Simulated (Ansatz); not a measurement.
Computed with Ansatz on PBE0-D4/def2-TZVP structures; ΔE is electronic, products minus reactants. CCSD(T)/CBS adds triple-zeta CCSD(T) − MP2 to the extrapolated MP2 energy (def2 sets, frozen cores). Functionals use def2-TZVPP. B3LYP here is the variant with VWN-RPA as its local correlation; programs differ in this. For Ge outer-core shells are correlated without core-valence functions, which leaves a few kJ/mol of doubt a bond. Scalar relativity is left out up to krypton. Each species was taken in one conformer, which may not be the lowest.

Reaction (cleavage of the Si–Ge bond): `[SiH3][GeH2][SiH3]` + `O[Si](F)(Cl)O[SiH3]` → `F[Si](Cl)(O[SiH3])O[SiH3]` + `[SiH3][GeH3]`

```csv
level,ΔE (kJ/mol),difference from CCSD(T)/CBS
PBE-D4,-62.3,21.4
r2SCAN-D4,-79.1,4.6
PBE0-D4,-70.0,13.7
B3LYP-D4,-87.2,-3.5
ωB97X-V,-84.7,-1.0
ωB97M-V,-85.0,-1.3
B2PLYP,-88.3,-4.6
PBE,-61.3,22.4
r2SCAN,-78.5,5.2
PBE0,-69.0,14.7
B3LYP,-85.8,-2.1
HF/def2-TZVPP,-112.9,-29.2
MP2/def2-TZVPP,-86.8,-3.1
SCS-MP2/def2-TZVPP,-93.6,-9.9
CCSD/def2-TZVPP,-88.0,-4.3
CCSD(T)/def2-TZVPP,-84.2,-0.5
HF/def2-QZVPP,-116.5,-32.8
MP2/def2-QZVPP,-87.8,-4.1
SCS-MP2/def2-QZVPP,-94.8,-11.1
HF/CBS(def2),-117.0,-33.3
MP2/CBS(def2),-86.3,-2.6
CCSD/CBS(def2),-87.5,-3.8
CCSD(T)/CBS,-83.7,0
```

Largest T1 diagnostic among the species: 0.012.

From PBE to PBE0 (25 % exact exchange), in def2-TZVPP and without D4, ΔE moves by −7.7 kJ/mol. In def2-TZVPP, CCSD(T) changes the Hartree–Fock value by +28.7 kJ/mol (the triples alone add +3.8 kJ/mol) and MP2 by +26.1 kJ/mol.
